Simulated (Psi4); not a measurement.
Dimer: NH3 (SMILES N) (first 4 atoms) with CH6Si (SMILES C[SiH3]); geometry from B3LYP-D3(BJ)/def2-TZVP, rigid monomers moved along the line of their centres of mass till N1···Si6 is 6.59 Å.
(charge 0, multiplicity 1):
| atom | x (Å) | y (Å) | z (Å) |
|---|---|---|---|
| N | 0.4145 | -0.6255 | -0.3634 |
| H | 1.2900 | -0.5281 | 0.1377 |
| H | -0.0930 | 0.2452 | -0.2563 |
| H | -0.1221 | -1.3470 | 0.1040 |
| C | -0.8583 | 1.2356 | 7.7911 |
| Si | -0.5767 | 0.8239 | 5.9833 |
| H | -1.4304 | 0.4483 | 8.2854 |
| H | -1.4114 | 2.1709 | 7.8957 |
| H | 0.0913 | 1.3444 | 8.3184 |
| H | 0.1749 | -0.4476 | 5.8485 |
| H | 0.2005 | 1.8982 | 5.3188 |
| H | -1.8711 | 0.6783 | 5.2740 |

The numbers are results of SAPT0/jun-cc-pV(D+d)Z (Psi4), not measurements.

Problem. Which attractive term is largest, and how does the interaction split up?

Solution. electrostatics -0.2, exchange 0.0, induction 0.0, dispersion -0.1, total -0.3 kJ/mol; the largest attraction is electrostatics.
